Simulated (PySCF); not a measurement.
```xyz
6

O      1.5893    -0.1052     0.1842
Al     0.0004     0.4972     0.2256
O     -1.3931    -0.4526     0.0219
H      1.8380    -1.0209     0.0442
H     -0.1924     2.0299     0.4649
H     -1.4180    -1.3998    -0.1256
```

Charge 0, multiplicity 1.

Problem. Give the Mulliken and meta-Löwdin atomic charges from TPSSh-D3(BJ)/def2-TZVP in PySCF.

Solution. 
| atom | Mulliken (e) | meta-Löwdin (e) |
|---|---|---|
| O1 | -0.56 | -0.78 |
| Al2 | 0.58 | 1.03 |
| O3 | -0.56 | -0.78 |
| H4 | 0.31 | 0.34 |
| H5 | -0.08 | -0.16 |
| H6 | 0.31 | 0.34 |
